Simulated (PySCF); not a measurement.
Correlation energy of Se²²⁺ (selenium, charge +22)

Starting occupation: [Ne] 3s2. All numbers are calculated (PySCF 2.14, X2C-1e with screened-nucleus spin-orbit coupling, Gaussian nucleus, in an uncontracted even-tempered set (18 s from 0.9 bohr⁻², ratio 2.6; 13 p from 1.2 bohr⁻², ratio 2.6; 7 d from 1.2 bohr⁻², ratio 2.8; 4 f from 19 bohr⁻², ratio 2.8)). Frozen: 1s2; 10 electrons correlated; the 48 highest virtual spinors left out.

MP2 pair energies summed by pair of shells (mhartree):

```
       pair  energy  share (%)
2p1/2-2p3/2  -95.95       22.6
2p3/2-2p3/2  -92.07       21.7
3s1/2-3s1/2  -83.67       19.7
2p3/2-2s1/2  -39.77        9.4
2p3/2-3s1/2  -35.39        8.3
2p1/2-2p1/2  -22.29        5.2
2p1/2-2s1/2  -20.07        4.7
2p1/2-3s1/2  -17.08        4.0
2s1/2-2s1/2  -10.48        2.5
2s1/2-3s1/2   -8.08        1.9
```

Total MP2 correlation energy: -424.85 mhartree.

The virtual space was cut to 56 spinors, which keep -369.89 of the -424.85 mhartree of MP2 correlation.

| level | correlation energy (mhartree) |
| --- | --- |
| CCSD | -397.22 |
| (T) | -1.27 |
| CCSD(T) | -398.49 |

Diagnostics: T1 = 0.00044, largest double amplitude 0.089.

Cost of the coupled-cluster step: about 60 core-seconds, for 10 occupied and 56 virtual spinors.

The coupled-cluster values are those of the cut space; adding the MP2 remainder, -54.96 mhartree, estimates the full space.

At this charge the one-electron X2C treatment keeps the bare 1/r₁₂, with no two-electron picture change or Breit term. The effect here is smaller than on the frozen 1s shell.
